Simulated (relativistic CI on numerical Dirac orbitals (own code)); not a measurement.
Tb64+: sensitivity of the levels to the model

Base calculation: Dirac-Coulomb-Breit CI, orbitals from a KLI potential per configuration, model QED (radiative potential, 1s self-energy scaled to tabulated hydrogen-like ionisation energies).

CI space: 1s, 2s, 2p, 3s, 3p, 3d, 4s, 4p, 4d, 4f, 5s, 5p, 5d, 5f, 5g, 6s, 6p, 6d. Levels of other configurations are missing.

Variants: (1) QED terms removed; (2) non-relativistic limit. Shifts of the energy above 1s 2S_1/2, in eV, for the lowest level and the first level of each name with at least 55 % of one term (blank where a level changes its place among those of its configuration and J or its character, or is not in the variant):

```csv
Level,Base,Δ(1),Δ(2)
1s 2S_1/2,0.0,0.0,0.0
2p 2P°_1/2,45530.1,+79.6,-2420.2
2s 2S_1/2,45544.4,+66.9,-2434.1
2p 2P°_3/2,46473.4,+78.4,-3363.5
3p 2P°_1/2,54259.5,+80.4,-3165.7
3s 2S_1/2,54263.7,+76.6,-3169.8
3d 2D_3/2,54539.5,+80.7,-3445.7
3p 2P°_3/2,54540.2,+80.0,-3446.3
3d 2D_5/2,54622.8,+80.5,-3528.9
4p 2P°_1/2,57274.8,+80.5,-3386.6
4s 2S_1/2,57276.6,+79.0,-3388.3
4d 2D_3/2,57392.3,+80.7,-3504.1
4p 2P°_3/2,57392.6,+80.4,-3504.4
4f 2F°_5/2,57427.5,+80.7,-3539.3
```
